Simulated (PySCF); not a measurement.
disulfane (H₂S₂), SMILES SS. Heavy atoms are numbered as in [SH:1][SH:2]. Hydrogens are named by the atom that carries them.

Geometry: PBE0-D3(BJ)/def2-TZVP.

Computed with KT2/pcSseg-2 (PySCF).

GIAO shieldings, no solvent; atoms alike by connectivity are averaged. δ = σ(ref) − σ: ³³S against H2S (σ = 720.7 ppm); ¹H against TMS (σ = 31.47 ppm), references at their B3LYP-D3(BJ)/def2-TZVP geometries, non-relativistic.

Computed chemical shifts:
```json
[
 {"nucleus": "³³S", "atoms": "S1 (SH)", "count": "2", "δ (ppm)": "115.9"},
 {"nucleus": "¹H", "atoms": "H on S1", "count": "2", "δ (ppm)": "3.20"}
]
```
